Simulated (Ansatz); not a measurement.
Molecule: C$_{5}$H$_{12}$O, charge 0, multiplicity 1. SMILES: CC(C)CCO
Structure (B3LYP-D3(BJ)/def2-TZVP (Ansatz, a quantum-chemistry and plane-wave program) minimum search):
```
C
H 1 1.0970
C 1 1.5290 2 107.78
H 3 1.0918 1 111.33 2 60.29
H 3 1.0919 4 108.03 1 122.37
H 3 1.0935 4 107.74 5 116.12
C 1 1.5304 2 107.94 3 -119.37
H 7 1.0908 1 112.21 2 -56.72
H 7 1.0919 8 107.54 1 -122.16
H 7 1.0938 8 107.79 9 -115.87
C 1 1.5327 2 107.78 3 118.91
H 11 1.0935 1 109.31 2 -64.35
H 11 1.0949 12 106.60 1 118.41
C 11 1.5165 12 107.64 13 116.62
H 14 1.0956 11 110.71 12 -172.91
H 14 1.0985 15 107.75 11 119.96
O 14 1.4273 15 110.27 16 120.76
H 17 0.9623 14 108.80 15 -56.14
```

Property: atomisation energy (electronic, to ground-state atoms); the coupled-cluster value holds the core correlation from cc-pwCVTZ, in kcal/mol. Cores are frozen in the correlated levels unless marked. UHF or UKS for open shells. Spin-orbit coupling is left out. No relativistic terms. Basis-set limits of correlation are two-point, X^-3; Hartree-Fock from the larger set.

Level to compare with: CCSD(T)/CBS(cc-pVTZ,cc-pVQZ) plus the core term (Ansatz), 1698.2 kcal/mol. It is a level with limits of its own, and the differences hold the functionals' basis error too.

Q: Rank these functionals by how close they come to CCSD(T)/CBS(cc-pVTZ,cc-pVQZ), closest first: LC-wPBE/def2-TZVPD (Ansatz); wB97X-V/def2-TZVPD (Ansatz); B3LYP/def2-TZVPD (Ansatz).

A: wB97X-V/def2-TZVPD (range-separated hybrid with VV10, 1692.8 kcal/mol, difference -5.4), LC-wPBE/def2-TZVPD (range-separated hybrid, 1689.0 kcal/mol, difference -9.2), B3LYP/def2-TZVPD (global hybrid, 1678.3 kcal/mol, difference -19.9)
